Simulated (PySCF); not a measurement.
These are PBE-D3(BJ)/def2-TZVP // B3LYP-D3(BJ)/def2-TZVP in PySCF 2.14.0 values and carry that method's errors. All species are isolated molecules in the gas phase. Excitations are Tamm–Dancoff values on a coarser integration grid. The basis has no diffuse functions, so Rydberg states are missing or too high.

Reference species (SMILES): `C[C@@H]1CO1` (neutral, multiplicity 1).

The S1–T1 gap (TDA) is 0.16 eV and the T1 excitation (TDA) is 6.78 eV.

Changed species: `C1OCC1`.

Problem. What does the change do to the S1–T1 gap (TDA) and T1 excitation (TDA)?

Solution. the S1–T1 gap (TDA) rises by 0.09 eV, to 0.25 eV; the T1 excitation (TDA) falls by 0.88 eV, to 5.90 eV.
